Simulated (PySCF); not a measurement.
Ligand exchange on a metal centre used in film growth or etching (Zn NH2-SH). All species are isolated molecules in the gas phase. One relaxed conformer stands for each flexible species; it need not be the lowest.

These are PBE-D3(BJ)/def2-TZVP // TPSS-D3(BJ)/def2-SVP (PySCF) values and carry that method's errors. 

```csv
species,LUMO (eV),charge on the central atom (meta-Löwdin) (e),charge on the central atom (Mulliken) (e),coordination number,HOMO–LUMO gap (eV)
0 of 2 NH2 replaced by SH ([Zn(NH2)2]),-1.21,1.07,0.35,[?],4.30
1 of 2 NH2 replaced by SH,[?],1.06,0.33,2,4.31
2 of 2 NH2 replaced by SH ([Zn(SH)2]),-1.90,[?],0.32,2,4.41
```

Question: Some entries are withheld; supply them.

Answer: 
- 0 of 2 NH2 replaced by SH ([Zn(NH2)2]), coordination number: 2
- 1 of 2 NH2 replaced by SH, LUMO (eV): -1.57
- 2 of 2 NH2 replaced by SH ([Zn(SH)2]), charge on the central atom (meta-Löwdin) (e): 1.05
